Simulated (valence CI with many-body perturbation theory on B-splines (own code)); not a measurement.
**Eu XXIII: E2, M1 decay**

Level of theory: relativistic CI+MBPT: five valence electrons over a frozen Dirac-Fock core [Kr], radial functions for each j: 7 s, 7 p, 8 d, 6 f, 4 g, 1 h, with the one-electron correlation potential Σ1 (screened to all orders), the two-electron term Σ2, the three-electron term Σ3, Breit, model QED; selected single and double excitations, second order for the rest (own B-spline code, finite nucleus).

No measured levels were compared; by estimate terms of the open shell hold to 2 to 4 % of their energy, and close levels can change places. Core correlation moves these levels by up to 11000 cm⁻¹, and in measured spectra 5 to 20 % of such shifts remained as error; rates that hang on mixing are uncertain with them. Only levels of the ground parity were solved; by the run's estimate the other parity begins above the list, which can be wrong where configurations are misplaced.

Lines 1 to 50 of 120 in falling wavelength, among levels below 288780 cm⁻¹, chosen from the decays that carry over 1 % of a level's rate. Wavelengths and rates use the calculated energies, so an error of 2000 cm⁻¹ moves a line at 661.6 nm by 13 % and its rate by three times that or more. Electric multipoles are in the length gauge, E1 and E2 with the static RPA response of the core. Weak lines are less certain than strong ones. Lines between different terms over intervals too small for the method are left out, as are lines whose strength nearly cancels. Branching is blank where the lifetime is uncertain.

Levels are named by their leading jj configuration (3d3/2^4 stands for four electrons in 3d with j = 3/2), which in mixed levels can hold well under half, so a name can repeat and another be missing. Letters in brackets count levels of one name in rising energy.

```
λ vac (nm)                        Upper                        Lower  Type   A (s⁻¹)  Branch %
      2024     (4d3/2^3 4d5/2^2) J=11/2  (4d3/2^3 4d5/2^2) J=7/2 [a]    E2  1.03e-07          
      1612      (4d3/2^3 4d5/2^2) J=9/2     (4d3/2^3 4d5/2^2) J=11/2    M1  3.90e+00      13.2
     897.4      (4d3/2^3 4d5/2^2) J=9/2  (4d3/2^3 4d5/2^2) J=7/2 [a]    M1  2.56e+01      86.3
     825.3     (4d3/2^2 4d5/2^3) J=13/2     (4d3/2^2 4d5/2^3) J=11/2    M1  1.32e+01       3.7
     661.6      (4d3/2^3 4d5/2^2) J=1/2  (4d3/2^3 4d5/2^2) J=3/2 [a]    M1  1.33e+02      99.7
     596.5  (4d3/2^3 4d5/2^2) J=7/2 [b]  (4d3/2^3 4d5/2^2) J=5/2 [b]    M1  6.25e+01      15.2
     586.0  (4d3/2^2 4d5/2^3) J=7/2 [b]  (4d3/2^2 4d5/2^3) J=5/2 [b]    M1  2.41e+01       2.0
     409.2  (4d3/2^2 4d5/2^3) J=3/2 [a]  (4d3/2^2 4d5/2^3) J=5/2 [a]    M1  1.90e+02       2.8
     407.9  (4d3/2^2 4d5/2^3) J=5/2 [c]  (4d3/2^2 4d5/2^3) J=3/2 [a]    M1  5.53e+01       1.2
     404.5  (4d3/2^2 4d5/2^3) J=9/2 [b]  (4d3/2^2 4d5/2^3) J=9/2 [a]    M1  7.72e+01       1.5
     401.2  (4d3/2^3 4d5/2^2) J=7/2 [a]  (4d3/2^3 4d5/2^2) J=5/2 [a]    M1  2.63e+02      28.6
     390.4  (4d3/2^2 4d5/2^3) J=9/2 [a]  (4d3/2^3 4d5/2^2) J=7/2 [b]    M1  1.68e+02      10.7
     364.3  (4d3/2^3 4d5/2^2) J=3/2 [a]  (4d3/2^3 4d5/2^2) J=5/2 [a]    M1  1.23e+02       3.4
     353.7  (4d3/2^2 4d5/2^3) J=7/2 [b]  (4d3/2^2 4d5/2^3) J=9/2 [a]    M1  3.29e+01       2.8
     341.9  (4d3/2^3 4d5/2^2) J=7/2 [b]  (4d3/2^3 4d5/2^2) J=7/2 [a]    M1  1.52e+02      37.0
     320.1  (4d3/2^2 4d5/2^3) J=9/2 [c]  (4d3/2^2 4d5/2^3) J=7/2 [b]    M1  7.78e+01       3.4
     310.6  (4d3/2^2 4d5/2^3) J=3/2 [b]  (4d3/2^2 4d5/2^3) J=3/2 [a]    M1  1.80e+02       9.2
     306.3  (4d3/2^3 4d5/2^2) J=3/2 [b]      (4d3/2^3 4d5/2^2) J=1/2    M1  5.49e+01       5.1
     304.3    (4d3/2 4d5/2^4) J=7/2 [a]  (4d3/2^2 4d5/2^3) J=5/2 [c]    M1  2.27e+02       3.0
     296.8  (4d3/2^2 4d5/2^3) J=7/2 [a]  (4d3/2^3 4d5/2^2) J=5/2 [b]    M1  3.36e+02      16.7
     287.4  (4d3/2^2 4d5/2^3) J=9/2 [c]  (4d3/2^2 4d5/2^3) J=9/2 [b]    M1  5.03e+02      21.7
     285.4  (4d3/2^2 4d5/2^3) J=7/2 [a]      (4d3/2^3 4d5/2^2) J=9/2    M1  5.98e+02      29.7
     283.4  (4d3/2^2 4d5/2^3) J=5/2 [c]  (4d3/2^3 4d5/2^2) J=3/2 [b]    M1  4.62e+02       9.6
     273.1  (4d3/2^2 4d5/2^3) J=5/2 [a]  (4d3/2^3 4d5/2^2) J=7/2 [a]    M1  5.29e+02      10.9
     271.5  (4d3/2^2 4d5/2^3) J=5/2 [b]  (4d3/2^3 4d5/2^2) J=7/2 [b]    M1  2.63e+02       7.2
     270.5  (4d3/2^2 4d5/2^3) J=7/2 [b]  (4d3/2^2 4d5/2^3) J=7/2 [a]    M1  2.26e+02      19.0
     267.3  (4d3/2^3 4d5/2^2) J=5/2 [b]  (4d3/2^3 4d5/2^2) J=5/2 [a]    M1  1.38e+03      90.2
     265.9  (4d3/2^2 4d5/2^3) J=1/2 [a]      (4d3/2^3 4d5/2^2) J=1/2    M1  1.34e+03      46.1
     264.6  (4d3/2^3 4d5/2^2) J=3/2 [b]  (4d3/2^3 4d5/2^2) J=5/2 [b]    M1  1.50e+02      13.9
     261.8     (4d3/2^2 4d5/2^3) J=11/2      (4d3/2^3 4d5/2^2) J=9/2    M1  2.58e+02      15.4
     257.4    (4d3/2 4d5/2^4) J=7/2 [a]  (4d3/2^2 4d5/2^3) J=9/2 [b]    M1  3.31e+02       4.4
     253.8  (4d3/2^2 4d5/2^3) J=5/2 [c]  (4d3/2^2 4d5/2^3) J=7/2 [a]    M1  2.97e+02       6.2
     253.2  (4d3/2^2 4d5/2^3) J=1/2 [b]  (4d3/2^2 4d5/2^3) J=3/2 [a]    M1  3.34e+02       7.0
     252.8  (4d3/2^3 4d5/2^2) J=5/2 [a]        (4d3/2^4 4d5/2) J=5/2    M1  1.70e+03     100.0
     248.5    (4d3/2 4d5/2^4) J=5/2 [a]  (4d3/2^2 4d5/2^3) J=3/2 [a]    M1  5.47e+02       4.9
     230.3  (4d3/2^2 4d5/2^3) J=3/2 [a]      (4d3/2^3 4d5/2^2) J=1/2    M1  1.66e+02       2.4
     227.3    (4d3/2 4d5/2^4) J=3/2 [a]  (4d3/2^2 4d5/2^3) J=5/2 [c]    M1  2.41e+02       2.4
     225.2     (4d3/2^2 4d5/2^3) J=11/2     (4d3/2^3 4d5/2^2) J=11/2    M1  1.42e+03      84.6
     221.4       (4d3/2 4d5/2^4) J=11/2  (4d3/2^2 4d5/2^3) J=9/2 [b]    M1  3.75e+02          
     216.6  (4d3/2^2 4d5/2^3) J=7/2 [a]  (4d3/2^3 4d5/2^2) J=7/2 [a]    M1  6.43e+02      31.9
     209.4  (4d3/2^3 4d5/2^2) J=3/2 [b]  (4d3/2^3 4d5/2^2) J=3/2 [a]    M1  1.63e+02      15.1
     205.9  (4d3/2^2 4d5/2^3) J=3/2 [a]  (4d3/2^3 4d5/2^2) J=5/2 [b]    M1  3.95e+02       5.7
     204.3  (4d3/2^2 4d5/2^3) J=5/2 [c]  (4d3/2^2 4d5/2^3) J=5/2 [a]    M1  2.95e+02       6.1
     200.3  (4d3/2^2 4d5/2^3) J=9/2 [a]     (4d3/2^3 4d5/2^2) J=11/2    M1  5.84e+02      37.3
     198.7  (4d3/2^2 4d5/2^3) J=9/2 [b]  (4d3/2^3 4d5/2^2) J=7/2 [b]    M1  3.48e+02       6.8
     191.0    (4d3/2 4d5/2^4) J=7/2 [a]  (4d3/2^2 4d5/2^3) J=5/2 [b]    M1  1.16e+03      15.4
     189.7  (4d3/2^2 4d5/2^3) J=1/2 [a]  (4d3/2^3 4d5/2^2) J=3/2 [a]    M1  1.57e+03      53.8
     186.6  (4d3/2^2 4d5/2^3) J=5/2 [b]  (4d3/2^3 4d5/2^2) J=5/2 [b]    M1  2.07e+03      56.9
     185.6  (4d3/2^2 4d5/2^3) J=7/2 [b]  (4d3/2^3 4d5/2^2) J=7/2 [b]    M1  1.91e+02      16.1
     182.3  (4d3/2^2 4d5/2^3) J=9/2 [a]  (4d3/2^3 4d5/2^2) J=7/2 [a]    M1  8.06e+02      51.4
```
